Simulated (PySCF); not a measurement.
**S⁺ (sulfur, charge +1) across methods**

[Ne] 3s1 3p3 4s1, high-spin 6S determinant (an excited configuration). Computed with PySCF 2.14 in aug-cc-pV(T+d)Z with one added diffuse shell each of s, p, d, f type (7s6p5d3f, 71 functions), with the non-relativistic Hamiltonian (point nucleus).

```csv
method,E (hartree),mean ε 3s α (eV),mean ε 3p α (eV),mean ε 4s α (eV),Σ⟨r²⟩ (bohr²),⟨S²⟩
wB97M-V,-396.9614,-39.851,-27.186,-9.766,36.73,8.750
BLYP,-396.9695,-34.496,-23.131,-7.596,36.66,8.750
HSE06,-396.8661,-37.357,-24.827,-7.989,36.72,8.750
r2SCAN,-396.9727,-36.257,-24.208,-7.802,37.02,8.750
UHF,-396.49031,-45.770,-29.838,-9.517,37.92,8.750
LDA,-395.5892,-34.702,-23.458,-7.959,36.23,8.750
PBE,-396.8085,-34.926,-23.540,-7.789,36.61,8.750
PBE0,-396.8479,-37.800,-25.259,-8.296,36.83,8.750
```

The outer electron is Rydberg-like, and this basis confines it to a smaller radius and binds it less than a complete one would.
